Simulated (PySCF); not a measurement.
PySCF input for Ge(F)2 cation (F₂Ge), SMILES [F][Ge][F] (connectivity only; charge and spin as stated), charge +1, multiplicity 2, B3LYP-D3(BJ)/def2-TZVP. The structure is a stationary point at B3LYP-D3(BJ)/def2-TZVP. The spin state was assumed, not searched. The isomer is the one that the SMILES or the coordinates give; other isomers of the formula were not compared.

```python
import numpy as np
from pyscf import gto, scf, dft
from pyscf.hessian import thermo

mol = gto.M(
    atom='''
    Ge    0.00000000    0.00000000    0.31739810
    F     0.00000000   -1.44437087   -0.56426329
    F     0.00000000    1.44437086   -0.56426329
    ''',
    basis='def2-TZVP',
    charge=1,
    spin=1,
    max_memory=1600,
    verbose=3,
)
mf = dft.UKS(mol, xc='b3lyp').density_fit(auxbasis='def2-universal-jkfit')
mf.disp = 'd3bj'
mf.grids.level = 3
mf.conv_tol = 1e-11
mf.max_cycle = 100
mf.kernel()
fine, coarse = mf.grids, dft.Grids(mol).set(level=1).build(with_non0tab=True)
for _ in range(3):  # follow internal instabilities
    mf.grids = coarse
    mo, _, stable, _ = mf.stability(return_status=True, nroots=4)
    mf.grids = fine
    if stable:
        break
    mf.kernel(mf.make_rdm1(mo, mf.mo_occ))

# [left out here: the lines that compute and print the analytic Hessian (its translational invariance restored by hand, since the grid's response is missing), thermochemistry and intensities]
```

Program output:

```

WARN: HOMO -0.283291494649703 >= LUMO -0.283291494649689

converged SCF energy = -2276.49185361188  <S^2> = 0.75395215  2S+1 = 2.0039483
<class 'pyscf.df.df_jk.DFUKS'> wavefunction is stable in the internal stability analysis

WARN: DFTD3 does not support analytical Hessian, using finite difference


WARN: Mole.unit (angstrom) is changed to Bohr

Mode                                 0                   1                   2
Irrep
Freq [cm^-1]                      195.0538            717.0108            766.9511
Reduced mass [au]                  22.5463             21.0221             23.8606
Force const [Dyne/A]                0.5054              6.3676              8.2693
Char temp [K]                     280.6391           1031.6188           1103.4719
Normal mode                   x     y     z       x     y     z       x     y     z
       0  Ge                 0.00 -0.00  0.05   -0.00 -0.00 -0.04    0.00  0.06 -0.00
       1   F                -0.00  0.10 -0.10    0.00  0.13  0.08   -0.00 -0.12 -0.07
       2   F                -0.00 -0.10 -0.10   -0.00 -0.13  0.08   -0.00 -0.12  0.07
temperature 298.1500 [K]
pressure 101325.00 [Pa]
Rotational constants [GHz] 26.06218 6.37548 5.12241
Symmetry number 2
Zero-point energy (ZPE) 0.00383 [Eh]   10042.744 [J/mol]
                           tot       elec      trans        rot        vib
Entropy [J/mol/K]       276.859      5.763    167.440     92.352     11.304
Cv [J/mol/K]             38.962      0.000     12.472     12.472     14.019
Cp [J/mol/K]             47.276      0.000     20.786     12.472     14.019
Internal energy [J/mol]                      3718.434   3718.434  12046.042
Internal energy [Eh]   -2276.48443  -2276.49185
Enthalpy [J/mol]                             6197.391   3718.434  12046.042
Enthalpy [Eh]          -2276.48349
Gibbs free energy [J/mol]                  -43724.732 -23816.314   8675.715
Gibbs free energy [Eh] -2276.51493
mode   freq/cm-1   IR/(km/mol)
   1      195.05        18.466
   2      717.01        17.577
   3      766.95        59.931
max |gradient| / (hartree/bohr): 0.00017436793120437116
APT charges: [ 1.5894 -0.2947 -0.2947]
```

Self-consistency was reached.

Cost: about 80 core-seconds (a rough figure).
